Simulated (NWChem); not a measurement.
# C2H4BCl; SMILES C=CBCl

```xyz
8

B     -0.5345     0.0316    -0.0014
H     -1.7330    -0.1100    -0.0025
Cl     0.0776     1.6758     0.0005
C      0.4236    -1.1727    -0.0014
C     -0.0661    -2.4251     0.0012
H      1.5108    -1.0300    -0.0027
H      0.5767    -3.3125     0.0022
H     -1.1465    -2.6080     0.0026
```
Atoms are numbered in this order, from 1.

Program: NWChem. Geometry: optimised at PBE0/def2-SVP. Vertical excitations in the gas phase.

Q: Predict the results for Hartree-Fock/def2-SVPD, TDHF. Quantities: lowest excitation, singlet (eV); lowest state with f > 0.02, singlet (eV); orbital gap (eV).

A: 
```json
{
  "lowest excitation, singlet (eV)": "6.36",
  "lowest state with f > 0.02, singlet (eV)": "6.44",
  "orbital gap (eV)": "12.43"
}
```
